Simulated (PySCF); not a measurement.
BH₂, SMILES [BH2+], charge +1. The structure is a stationary point at r2SCAN-D4/def2-TZVPD.

Computed equilibrium geometry at r2SCAN-D4/def2-TZVPD (PySCF confirms it by a frequency run) as a Z-matrix, and its point group:
point group D∞h.
```
B
H 1 1.1774
H 1 1.1774 2 180.00
```
Charge +1, spin multiplicity 1.
